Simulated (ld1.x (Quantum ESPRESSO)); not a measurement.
# PBE TM semilocal dataset for mercury, scalar-relativistic all-electron reference.

ld1.x (Quantum ESPRESSO) 7.5 input, shortened:

```
&input
   title='Hg', zed=80., rel=1, dft='PBE', iswitch=3,
   config='[Xe] 4f14 5d10 6s2 6p0'
 /
 &inputp
   pseudotype=1, tm=.true., lloc=2,
   nlcc=.false.
 /
4
5S  1  0   2.00   0.00  1.00  1.00  0.0
5P  2  1   6.00   0.00  1.40  1.40  0.0
4F  4  3  14.00   0.00  0.40  0.40  0.0
5D  3  2  10.00   0.00  2.15  2.15  0.0
 &test
   configts(1)='4f14 5s2 5p6 5d10 6s2 6p0'
 /
```

Occupied shells without a wave of their own: 6s. They enter only through the test configuration that unscreens the potential.

All-electron outer shells of the reference configuration (PBE, scalar-relativistic, ld1.x):

```tsv
shell	level (eV)	outermost node (bohr)	outermost maximum (bohr)
4p	-576.84	0.22	0.39
4d	-348.74	0.20	0.40
5s	-118.18	0.47	0.82
4f	-95.89	–	0.37
5p	-66.52	0.51	0.93
5d	-9.86	0.55	1.17
6s	-6.82	1.08	2.21
6p	-1.05	1.28	3.34
```

(1) Tests: 4f14 5s2 5p6 5d10 6s1 6p0; 4f14 5s2 5p6 5d10 6s0 6p0; 4f14 5s2 5p6 5d9 6s0 6p0; 4f14 5s2 5p6 5d10 6s1.5 6p0; 4f14 5s2 5p6 5d9 6s2 6p1; 4f14 5s2 5p6 5d10 6s1 6p1; 4f14 5s2 5p5 5d10 6s2 6p0. Which has the largest error in its energy relative to the reference configuration, and how large is it?

A Bessel basis up to 400 Ry misses an occupied level by 5.36 Ry, so cutoffs and ghosts were not judged.

Answers

(1) 4f14 5s2 5p6 5d9 6s0 6p0, with -733 meV (all-electron minus pseudo) on +65.19 eV.
